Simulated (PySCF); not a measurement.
# Orbital picture of ScAl

BLYP at R = 2.709 Å; basis Sc def2-TZVPP, Al def2-TZVPP; no relativity; PySCF 2.14. State: ³Σ⁻ (triplet), unpaired electrons π ↑↑. Only the outer orbitals are listed, counted within each symmetry.

```tsv
spin	orbital	occ.	ε (eV)	on Sc (%)	main shells (%)
α	7σ	1	-53.45	101	101 Sc s
α	3π	1	-32.82	100	100 Sc p
α	3π	1	-32.82	100	100 Sc p
α	8σ	1	-32.58	100	100 Sc p
α	9σ	1	-7.76	21	79 Al s, 11 Sc s
α	10σ	1	-3.87	56	53 Sc s, 35 Al p, 9 Al s
α	4π	1	-3.61	71	67 Sc d, 28 Al p
α	4π	1	-3.61	71	67 Sc d, 28 Al p
α	11σ	0	-2.80	87	60 Sc d, 26 Sc s, 13 Al p
α	1δ	0	-2.77	100	100 Sc d
α	1δ	0	-2.77	100	100 Sc d
β	7σ	1	-52.62	101	101 Sc s
β	3π	1	-32.15	100	100 Sc p
β	3π	1	-32.15	100	100 Sc p
β	8σ	1	-31.46	100	100 Sc p
β	9σ	1	-7.18	18	82 Al s, 10 Sc s
β	10σ	1	-3.59	67	61 Sc s, 28 Al p
β	11σ	0	-2.62	76	61 Sc d, 24 Al p, 15 Sc s
β	4π	0	-2.62	52	48 Al p, 45 Sc d
β	4π	0	-2.62	52	48 Al p, 45 Sc d
```

Question: Which are the highest filled and the lowest empty level, where do they sit, and how wide is the gap?

Answer: Highest filled β 10σ at -3.59 eV (in %: 61 Sc s, 28 Al p); lowest empty α 11σ at -2.80 eV (in %: 60 Sc d, 26 Sc s, 13 Al p); the gap at BLYP is 0.79 eV.

| Property | Result |
| --- | --- |
| bond order (Mayer) | 1.98 |
| ⟨S²⟩ | 2.039 |
| charge on Sc (Mulliken, basis-dependent) | -0.07 |
| charge on Sc (Löwdin, basis-dependent) | -0.26 |
| dipole moment (positive dipole means Sc(−)Al(+)) | -1.28 D |

Shares are Mulliken populations and can fall outside 0 to 100 %.

The state is the lowest single determinant that the PBE0 search found; with open d or f shells the true ground state can be another one.
